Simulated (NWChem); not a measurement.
System: CH3Mg, doublet; SMILES [Mg][CH3]

Output (shortened):

```
             Northwest Computational Chemistry Package (NWChem) 7.3.0
             --------------------------------------------------------

 C3V symmetry detected

                             Geometry "geometry" -> ""
                             -------------------------

 Output coordinates in angstroms (scale by  1.889725989 to convert to a.u.)

  No.       Tag          Charge          X              Y              Z
 ---- ---------------- ---------- -------------- -------------- --------------
    1 Mg                  12.0000     0.00000000     0.00000000    -0.96911000
    2 C                    6.0000    -0.00000000    -0.00000000     1.16153100
    3 H                    1.0000     0.72937218     0.72937218     1.55337800
    4 H                    1.0000     0.26696875    -0.99634093     1.55337800
    5 H                    1.0000    -0.99634093     0.26696875     1.55337800

 Effective nuclear repulsion energy (a.u.)      34.3937518569

      Symmetry information
      --------------------

 Group name             C3v
 Group number             17
 Group order               6
 No. of unique centers     3

                                 NWChem DFT Module
                                 -----------------

 Summary of "ao basis" -> "ao basis" (spherical)
 ------------------------------------------------------------------------------
       Tag                 Description            Shells   Functions and Types
 ---------------- ------------------------------  ------  ---------------------
 Mg                        def2-tzvp                12       32   5s4p3d
 C                         def2-tzvp                11       31   5s3p2d1f
 H                         def2-tzvp                 4        6   3s1p

      Symmetry analysis of basis
      --------------------------

        a1         29
        a2          2
        e          50

  Rotation of axis

            General Information
            -------------------
          SCF calculation type: DFT
          Wavefunction type:  spin polarized.
          No. of atoms     :     5
          No. of electrons :    21
           Alpha electrons :    11
            Beta electrons :    10
          Charge           :     0
          Spin multiplicity:     2
          Use of symmetry is: on ; symmetry adaption is: on
          Maximum number of iterations: 150
          AO basis - number of functions:    81
                     number of shells:    35
          Convergence on energy requested:  1.00D-06
          Convergence on density requested:  1.00D-05
          Convergence on gradient requested:  5.00D-04

              XC Information
              --------------
                        MPW1K Method XC Functional
                     Hartree-Fock (Exact) Exchange  0.428
                        mPW91  Exchange Functional  0.572
                Perdew 1991 Correlation Functional  1.000 non-local
            Perdew 1991 LDA Correlation Functional  1.000 local

             Grid Information
             ----------------
          Grid used for XC integration:  medium
          Radial quadrature: Mura-Knowles
          Angular quadrature: Lebedev.
          Tag              B.-S. Rad. Rad. Pts. Rad. Cut. Ang. Pts.
          ---              ---------- --------- --------- ---------
          Mg                  1.50       88          10.0       590
          C                   0.70       49          10.0       434
          H                   0.35       45          11.0       434
          Grid pruning is: on
          Number of quadrature shells:   182
          Spatial weights used:  Erf1

      Superposition of Atomic Density Guess
      -------------------------------------

 Sum of atomic energies:        -238.77738698

      Non-variational initial energy
      ------------------------------

 Total energy =    -239.347136
 1-e energy   =    -399.231813
 2-e energy   =     125.490926
 HOMO         =      -0.135245
 LUMO         =       0.059320

   Symmetry analysis of molecular orbitals - initial alpha
   -------------------------------------------------------

  Numbering of irreducible representations:

     1 a1          2 a2          3 e

  Orbital symmetries:

     1 a1          2 a1          3 a1          4 a1          5 e
     6 e           7 a1          8 e           9 e          10 a1
    11 a1         12 e          13 e          14 a1         15 a1
    16 e          17 e          18 a1         19 e          20 e
    21 e

   Symmetry analysis of molecular orbitals - initial beta
   ------------------------------------------------------

  Numbering of irreducible representations:

     1 a1          2 a2          3 e

  Orbital symmetries:

     1 a1          2 a1          3 a1          4 a1          5 e
     6 e           7 a1          8 e           9 e          10 a1
    11 a1         12 e          13 e          14 a1         15 a1
    16 e          17 e          18 a1         19 e          20 e
    21 e

     ---------------------------------------------
      Total Density - Mulliken Population Analysis
     ---------------------------------------------

    Atom       Charge   Shell Charges
 -----------   ------   -------------------------------------------------------
    1 Mg  12    11.54   2.00  0.72  1.27  0.82  0.60  5.11  0.88  0.08  0.04  0.00  0.02  0.00
    2 C    6     6.98   0.86  1.12  0.57  0.74  0.10  1.29  1.61  0.68  0.01  0.01  0.00
    3 H    1     0.83   0.24  0.43  0.13  0.02
    4 H    1     0.83   0.24  0.43  0.13  0.02
    5 H    1     0.83   0.24  0.43  0.13  0.02

     --------------------------------------------
      Spin Density - Mulliken Population Analysis
     --------------------------------------------

    Atom       Charge   Shell Charges
 -----------   ------   -------------------------------------------------------
    1 Mg  12     0.75   0.00  0.00 -0.01  0.26  0.42  0.00 -0.00  0.04  0.03  0.00  0.01 -0.00
    2 C    6     0.21   0.00 -0.00  0.03  0.03 -0.04  0.08  0.09  0.02  0.00  0.00 -0.00
    3 H    1     0.02   0.00  0.00  0.01  0.00
    4 H    1     0.02   0.00  0.00  0.01  0.00
    5 H    1     0.02   0.00  0.00  0.01  0.00

   convergence    iter        energy       DeltaE   RMS-Dens  Diis-err
 ---------------- ----- ----------------- --------- --------- ---------
 d= 0,ls=0.0,diis     1   -239.9225196710 -2.74D+02  5.37D-03  4.56D-02
                                                     2.10D-03  4.25D-02
 d= 0,ls=0.0,diis     2   -239.9383736079 -1.59D-02  1.56D-03  1.84D-02
                                                     1.44D-03  1.77D-02
 d= 0,ls=0.0,diis     3   -239.9486969473 -1.03D-02  8.59D-04  3.65D-03
                                                     4.03D-04  3.21D-03
 d= 0,ls=0.0,diis     4   -239.9510903104 -2.39D-03  4.09D-04  8.40D-05
                                                     2.46D-04  4.82D-05
 d= 0,ls=0.0,diis     5   -239.9513596874 -2.69D-04  1.50D-04  1.32D-05
                                                     1.39D-04  9.18D-06
  Resetting Diis
 d= 0,ls=0.0,diis     6   -239.9514131418 -5.35D-05  7.12D-05  2.72D-06
                                                     7.00D-05  1.73D-06
 d= 0,ls=0.0,diis     7   -239.9514220525 -8.91D-06  1.16D-05  3.84D-07
                                                     5.57D-06  9.97D-08
 d= 0,ls=0.0,diis     8   -239.9514223646 -3.12D-07  1.98D-06  3.24D-08
                                                     5.00D-06  1.76D-07

         Total DFT energy =     -239.951422364626
      One electron energy =     -400.916312027134
           Coulomb energy =      149.584295147800
    Exchange-Corr. energy =      -23.013157342238
 Nuclear repulsion energy =       34.393751856945

 Numeric. integr. density =       20.999997446274

                  Occupations of the irreducible representations
                  ----------------------------------------------

                     irrep           alpha         beta
                     --------     --------     --------
                     a1                7.0          6.0
                     a2                0.0          0.0
                     e                 4.0          4.0

                    DFT Final Alpha Molecular Orbital Analysis
                    ------------------------------------------

 Vector    9  Occ=1.000000D+00  E=-4.180897D-01  Symmetry=e
              MO Center= -1.3D-01, -2.1D-01,  1.3D+00, r^2= 1.3D+00
   Bfn.  Coefficient  Atom+Function         Bfn.  Coefficient  Atom+Function
  ----- ------------  ---------------      ----- ------------  ---------------
    39      0.243340  2 C  py                71     -0.222691  4 H  s
    42      0.199361  2 C  py                77      0.193337  5 H  s
    38     -0.190339  2 C  px                41     -0.155938  2 C  px
    70     -0.151608  4 H  s                 76      0.131623  5 H  s
    45      0.102897  2 C  py                72     -0.096810  4 H  s

 Vector   10  Occ=1.000000D+00  E=-3.115468D-01  Symmetry=a1
              MO Center= -2.4D-16,  1.5D-16,  4.6D-01, r^2= 2.2D+00
   Bfn.  Coefficient  Atom+Function         Bfn.  Coefficient  Atom+Function
  ----- ------------  ---------------      ----- ------------  ---------------
     4      0.427179  1 Mg s                 40     -0.304429  2 C  pz
    43     -0.299608  2 C  pz                 3     -0.202750  1 Mg s
    46     -0.198057  2 C  pz                36      0.107539  2 C  s
     5      0.077294  1 Mg s                  2      0.064931  1 Mg s
     8     -0.060340  1 Mg pz                65     -0.059327  3 H  s

 Vector   11  Occ=1.000000D+00  E=-1.976636D-01  Symmetry=a1
              MO Center=  7.7D-15, -4.2D-16, -1.4D+00, r^2= 4.0D+00
   Bfn.  Coefficient  Atom+Function         Bfn.  Coefficient  Atom+Function
  ----- ------------  ---------------      ----- ------------  ---------------
     4      0.529143  1 Mg s                  5      0.397729  1 Mg s
    17     -0.297059  1 Mg pz                14     -0.237641  1 Mg pz
     3     -0.197322  1 Mg s                 37     -0.178728  2 C  s
    40      0.172074  2 C  pz                43      0.160863  2 C  pz
    46      0.149148  2 C  pz                 8      0.121867  1 Mg pz

 Vector   12  Occ=0.000000D+00  E=-1.310594D-02  Symmetry=e
              MO Center=  1.3D-02, -6.1D-03, -1.3D+00, r^2= 5.5D+00
   Bfn.  Coefficient  Atom+Function         Bfn.  Coefficient  Atom+Function
  ----- ------------  ---------------      ----- ------------  ---------------
    15      0.869348  1 Mg px                12      0.204318  1 Mg px
    16     -0.157855  1 Mg py                 6     -0.131697  1 Mg px
    31      0.127672  1 Mg d  1              78      0.069008  5 H  s
    44     -0.052005  2 C  px                77      0.041434  5 H  s
    66     -0.039426  3 H  s                 38     -0.037800  2 C  px

 Vector   13  Occ=0.000000D+00  E=-1.310594D-02  Symmetry=e
              MO Center= -1.3D-02,  6.1D-03, -1.3D+00, r^2= 5.5D+00
   Bfn.  Coefficient  Atom+Function         Bfn.  Coefficient  Atom+Function
  ----- ------------  ---------------      ----- ------------  ---------------
    16      0.869348  1 Mg py                13      0.204318  1 Mg py
    15      0.157855  1 Mg px                 7     -0.131697  1 Mg py
    29     -0.127672  1 Mg d -1              72      0.062605  4 H  s
    66     -0.056921  3 H  s                 45     -0.052005  2 C  py
    39     -0.037800  2 C  py                71      0.037589  4 H  s

 Vector   14  Occ=0.000000D+00  E= 3.944709D-02  Symmetry=a1
              MO Center= -3.4D-14,  1.1D-14, -7.7D-02, r^2= 8.5D+00
   Bfn.  Coefficient  Atom+Function         Bfn.  Coefficient  Atom+Function
  ----- ------------  ---------------      ----- ------------  ---------------
    37      2.431652  2 C  s                 17     -1.464033  1 Mg pz
     5     -1.350374  1 Mg s                 46     -0.407543  2 C  pz
    66     -0.347344  3 H  s                 72     -0.347344  4 H  s
    78     -0.347344  5 H  s                 36     -0.253845  2 C  s
    35      0.212790  2 C  s                 14     -0.168658  1 Mg pz

                     DFT Final Beta Molecular Orbital Analysis
                     -----------------------------------------

 Vector    8  Occ=1.000000D+00  E=-4.154615D-01  Symmetry=e
              MO Center=  2.1D-01,  1.2D-01,  1.3D+00, r^2= 1.3D+00
   Bfn.  Coefficient  Atom+Function         Bfn.  Coefficient  Atom+Function
  ----- ------------  ---------------      ----- ------------  ---------------
    39      0.241897  2 C  py                65      0.242644  3 H  s
    42      0.196732  2 C  py                38      0.186914  2 C  px
    64      0.164360  3 H  s                 41      0.152015  2 C  px
    71     -0.148266  4 H  s                 45      0.105175  2 C  py
    66      0.104270  3 H  s                 70     -0.100431  4 H  s

 Vector    9  Occ=1.000000D+00  E=-4.154615D-01  Symmetry=e
              MO Center= -2.1D-01, -1.2D-01,  1.3D+00, r^2= 1.3D+00
   Bfn.  Coefficient  Atom+Function         Bfn.  Coefficient  Atom+Function
  ----- ------------  ---------------      ----- ------------  ---------------
    38      0.241897  2 C  px                77     -0.225692  5 H  s
    41      0.196732  2 C  px                71      0.194580  4 H  s
    39     -0.186914  2 C  py                76     -0.152877  5 H  s
    42     -0.152015  2 C  py                70      0.131803  4 H  s
    44      0.105175  2 C  px                78     -0.096986  5 H  s

 Vector   10  Occ=1.000000D+00  E=-2.808685D-01  Symmetry=a1
              MO Center=  4.7D-16,  2.7D-16,  5.2D-01, r^2= 2.0D+00
   Bfn.  Coefficient  Atom+Function         Bfn.  Coefficient  Atom+Function
  ----- ------------  ---------------      ----- ------------  ---------------
     4      0.407093  1 Mg s                 40     -0.291177  2 C  pz
    43     -0.278455  2 C  pz                46     -0.209269  2 C  pz
     3     -0.198728  1 Mg s                 37      0.109149  2 C  s
    14      0.104984  1 Mg pz                 5      0.081932  1 Mg s
     8     -0.078701  1 Mg pz                36      0.069117  2 C  s

 Vector   11  Occ=0.000000D+00  E=-5.539809D-02  Symmetry=a1
              MO Center= -1.6D-14, -4.5D-15, -1.3D+00, r^2= 4.9D+00
   Bfn.  Coefficient  Atom+Function         Bfn.  Coefficient  Atom+Function
  ----- ------------  ---------------      ----- ------------  ---------------
     5      0.710768  1 Mg s                  4      0.400991  1 Mg s
    37     -0.364446  2 C  s                 46      0.226094  2 C  pz
     3     -0.179421  1 Mg s                 17     -0.164311  1 Mg pz
    40      0.148841  2 C  pz                43      0.135625  2 C  pz
    14     -0.128280  1 Mg pz                 8      0.099004  1 Mg pz

 Vector   12  Occ=0.000000D+00  E= 1.458005D-02  Symmetry=e
              MO Center=  2.5D-02,  1.1D-02, -1.1D+00, r^2= 5.8D+00
   Bfn.  Coefficient  Atom+Function         Bfn.  Coefficient  Atom+Function
  ----- ------------  ---------------      ----- ------------  ---------------
    15      0.785678  1 Mg px                16     -0.543407  1 Mg py
    12      0.141773  1 Mg px                 6     -0.107788  1 Mg px
    44     -0.101488  2 C  px                13     -0.098056  1 Mg py
     7      0.074550  1 Mg py                45      0.070193  2 C  py
    78      0.069094  5 H  s                 72     -0.055936  4 H  s

[...]
```

Level: MPW1K/def2-TZVP, spin-unrestricted. In the optimisation the excess spin sits in a1 (C3v, its own frame). Structure relaxed at the PBE0/def2-SVP, spin-unrestricted level. This spin state was assumed; another may lie lower. No stability test was run on the SCF state.

Problem. Which NWChem input produces such a log?

Solution. One answer among several that fit: the input that was run:
```
start job
memory heap 200 mb stack 700 mb global 900 mb
geometry units angstroms noautoz
  Mg     0.000000     0.000000    -0.951130
  C      0.000000     0.000000     1.179511
  H      0.729372     0.729372     1.571358
  H      0.266969    -0.996341     1.571358
  H     -0.996341     0.266969     1.571358
end
basis spherical
  * library def2-tzvp
end
dft
  odft
  mult 2
  xc mpw1k
  iterations 150
  mulliken
end
task dft energy
```
